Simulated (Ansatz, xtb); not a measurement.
# Ligand exchange: CHBrF2 + SiH3Br → CH2F2 + SiH2Br2

Species: CHBrF2 (bromodifluoromethane) `FC(F)Br`, singlet; SiH3Br `[SiH3]Br`, singlet; CH2F2 (difluoromethane) `FCF`, singlet; SiH2Br2 (dibromosilane) `Br[SiH2]Br`, singlet. The partners trade Br for H: C–Br and Si–H bonds give way to C–H and Si–Br.

Shapes, held fixed at every level: PBE0-D4/def2-TZVP. Programs: Ansatz 0.2.0, xtb 6.7.1. The zero-point and thermal change to 298 K, harmonic and unscaled (PBE0-D4/def2-TZVP), is +10.3 kJ/mol.

```csv
level,kind,ΔH(298 K) (kJ/mol),less CCSD(T)/def2-TZVPP,CPU time (sum over the molecules)
GFN2-xTB,semi-empirical,-120.7,+14.7,0.17 s
HF/def2-TZVPP,Hartree–Fock,-148.5,-13.1,–
SPW92/def2-TZVPP,LDA,-120.2,+15.2,12 s
B3LYP-D4/def2-TZVPP,global hybrid,-133.7,+1.7,23 s
r2SCAN0-D4/def2-TZVPP,global hybrid,-138.7,-3.3,33 s
wB97M-V/def2-TZVPP,range-separated hybrid,-135.1,+0.3,71 s
wB97X-V/def2-TZVPP,range-separated hybrid,-133.5,+1.9,48 s
B2PLYP/def2-TZVPP,double hybrid,-135.7,-0.3,29 s
CCSD(T)/def2-TZVPP,coupled cluster or CI,-135.4,0.0,2.2 min
```

The highest level, CCSD(T)/def2-TZVPP, gives ΔH(298 K) = -135.4 kJ/mol; the levels span -148.5 to -120.2. The column of differences is taken from that level and isn't an error. No measured value is set beside it here. Relativity is left out for Br unless named. Correlated rows may include outer-core shells of Br, which these sets cover unevenly. Times are processor times on shared x86 and Arm servers, and rough.
